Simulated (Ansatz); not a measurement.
Reactions of `CC/C=C\C(C)(C)C`.

Isolated molecules relaxed with PBE0-D4/def2-TZVP in Ansatz; ΔE leaves out vibrations. CCSD(T)/CBS adds triple-zeta CCSD(T) − MP2 to the extrapolated MP2 energy (def2 sets, frozen cores). This one scheme is used for every species, atoms too. Double bonds are as drawn, so ΔE can hold a change between cis and trans. Functionals use def2-TZVPP. No spin–orbit coupling; open shells (•) take unrestricted orbitals. Spin–orbit coupling would lower the free atoms: a little for C. Each species was taken in one conformer, which may not be the lowest.

```json
{"reaction": "`CC/C=C\\C(C)(C)C` → `CC1(C)CCCCC1`", "HF/CBS(def2) (kcal/mol)": "-19.3", "PBE-D4 (kcal/mol)": "-22.4", "r2SCAN-D4 (kcal/mol)": "-23.3", "CCSD/CBS(def2) (kcal/mol)": "-23.4", "CCSD(T)/CBS(def2) (kcal/mol)": "-23.0"}
{"reaction": "`CC/C=C\\C(C)(C)C` → `C=CCCCCCC`", "HF/CBS(def2) (kcal/mol)": "-2.9", "PBE-D4 (kcal/mol)": "1.9", "r2SCAN-D4 (kcal/mol)": "1.9", "CCSD/CBS(def2) (kcal/mol)": "1.1", "CCSD(T)/CBS(def2) (kcal/mol)": "2.1"}
{"reaction": "`CC/C=C\\C(C)(C)C` → `C[C@@H]1CCCC[C@H]1C`", "HF/CBS(def2) (kcal/mol)": "-17.2", "PBE-D4 (kcal/mol)": "-20.2", "r2SCAN-D4 (kcal/mol)": "-20.6", "CCSD/CBS(def2) (kcal/mol)": "-20.9", "CCSD(T)/CBS(def2) (kcal/mol)": "-20.3"}
{"reaction": "`CC/C=C\\C(C)(C)C` → `C[C@H]1CC[C@H](C)CC1`", "HF/CBS(def2) (kcal/mol)": "-22.6", "PBE-D4 (kcal/mol)": "-23.7", "r2SCAN-D4 (kcal/mol)": "-24.5", "CCSD/CBS(def2) (kcal/mol)": "-24.6", "CCSD(T)/CBS(def2) (kcal/mol)": "-23.8"}
{"reaction": "`CC/C=C\\C(C)(C)C` + CH₄ → `C/C=C\\CC` + `CC(C)C`", "HF/CBS(def2) (kcal/mol)": "-5.3", "PBE-D4 (kcal/mol)": "-0.4", "r2SCAN-D4 (kcal/mol)": "-0.1", "CCSD/CBS(def2) (kcal/mol)": "-0.1", "CCSD(T)/CBS(def2) (kcal/mol)": "1.1"}
{"reaction": "`CC/C=C\\C(C)(C)C` → 8 C• + 16 H•", "HF/CBS(def2) (kcal/mol)": "1770.2", "PBE-D4 (kcal/mol)": "2377.5", "r2SCAN-D4 (kcal/mol)": "2338.4", "CCSD/CBS(def2) (kcal/mol)": "2304.2", "CCSD(T)/CBS(def2) (kcal/mol)": "2332.8"}
{"reaction": "`CC/C=C\\C(C)(C)C` → `C=C(C)C(CC)CC`", "HF/CBS(def2) (kcal/mol)": "-3.8", "PBE-D4 (kcal/mol)": "-3.6", "r2SCAN-D4 (kcal/mol)": "-3.7", "CCSD/CBS(def2) (kcal/mol)": "-3.3", "CCSD(T)/CBS(def2) (kcal/mol)": "-3.2"}
{"reaction": "`CC/C=C\\C(C)(C)C` → `C[C@@H]1CCCC[C@@H]1C`", "HF/CBS(def2) (kcal/mol)": "-18.5", "PBE-D4 (kcal/mol)": "-21.1", "r2SCAN-D4 (kcal/mol)": "-21.7", "CCSD/CBS(def2) (kcal/mol)": "-21.8", "CCSD(T)/CBS(def2) (kcal/mol)": "-21.2"}
{"reaction": "`CC/C=C\\C(C)(C)C` + HCl → `CC/C=C\\Cl` + `CC(C)C`", "HF/CBS(def2) (kcal/mol)": "-2.0", "PBE-D4 (kcal/mol)": "0.1", "r2SCAN-D4 (kcal/mol)": "0.6", "CCSD/CBS(def2) (kcal/mol)": "3.0", "CCSD(T)/CBS(def2) (kcal/mol)": "3.6"}
{"reaction": "`CC/C=C\\C(C)(C)C` → `C[C@H]1CC[C@@H](C)CC1`", "HF/CBS(def2) (kcal/mol)": "-20.1", "PBE-D4 (kcal/mol)": "-22.0", "r2SCAN-D4 (kcal/mol)": "-22.6", "CCSD/CBS(def2) (kcal/mol)": "-22.8", "CCSD(T)/CBS(def2) (kcal/mol)": "-22.1"}
```

Largest T1 diagnostic: 0.010, for `CC/C=C\Cl`.
